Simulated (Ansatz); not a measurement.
Species: C$_{2}$H$_{9}$Si$_{2}$ (charge 0, doublet). It need not be the lowest isomer of its formula. 
Geometry from a B3LYP-D3(BJ)/def2-TZVP (Ansatz, a program for electronic structure) optimisation:
```xyz
13

C      1.8717    -0.7089     0.2315
Si     0.1926    -0.2861    -0.5025
C     -0.9998    -1.7296    -0.2898
Si    -0.6131     1.6682     0.4984
H      1.7925    -0.8838     1.3065
H      2.2741    -1.6147    -0.2276
H      2.5881     0.0986     0.0735
H      0.3431     0.0011    -1.9540
H     -1.9758    -1.5036    -0.7216
H     -0.6072    -2.6219    -0.7845
H     -1.1436    -1.9623     0.7670
H     -0.7064     1.6029     1.9830
H     -1.9098     2.1653    -0.0351
```
Charge 0, spin multiplicity 2.

Basis-set convergence of Hartree-Fock and CCSD(T) correlation energies (hartree) with Ansatz. Cores are frozen in the correlated levels unless marked. Open shells are spin-unrestricted. No spin-orbit coupling. No relativistic terms.

| basis | functions | E(HF) | E(corr, CCSD(T)) |
|---|---|---|---|
| cc-pV(D+d)Z | 119 | -658.83197 | -0.56694 |
| cc-pV(T+d)Z | 264 | -658.88136 | -0.68066 |
| cc-pV(Q+d)Z | 508 | -658.89273 | -0.71481 |

Extrapolating the two largest sets (X = 3 and 4) as X^-3: E(corr) = (64·(-0.71481) - 27·(-0.68066))/37 = -0.7397 Eh, an estimate of the basis-set limit. The largest set recovers 96.6 % of it, the smallest 76.6 %.
